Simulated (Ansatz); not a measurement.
Job for Ansatz (an electronic-structure program): U-CCSD(T)/cc-pV(Q+d)Z on CH2Cl (SMILES [CH2]Cl). The basis file is the Basis Set Exchange's JSON of that set.

Ansatz 0.2 input:
```yaml
crystal:
  periodic: [false, false, false]
  atoms:
    - {symbol: C, position_ang: [-0.17185398, 0.00673171, -0.01641000]}
    - {symbol: Cl, position_ang: [1.51681317, -0.05941442, 0.14635684]}
    - {symbol: H, position_ang: [-0.63489588, 0.97746500, -0.06831176]}
    - {symbol: H, position_ang: [-0.71006331, -0.92478229, -0.06153507]}
basis:
  gaussian:
    orbitals: cc-pV_Q+d_Z.json
magnetization: {spin_polarized: true, initial_magnetization: 1}
correlation: {method: ccsd_t, electrons: outside_noble_gas}
scf: {omitted_lower_state_checks: [cluster_reference]}
```

Task: Give the final energy of this run.

Result: -498.9348 hartree (reference determinant -498.5230, T1 diagnostic 0.016).

Task: How many basis functions does it have, and what does it roughly cost on one machine?

Result: 179 functions; very roughly 60 core-seconds.
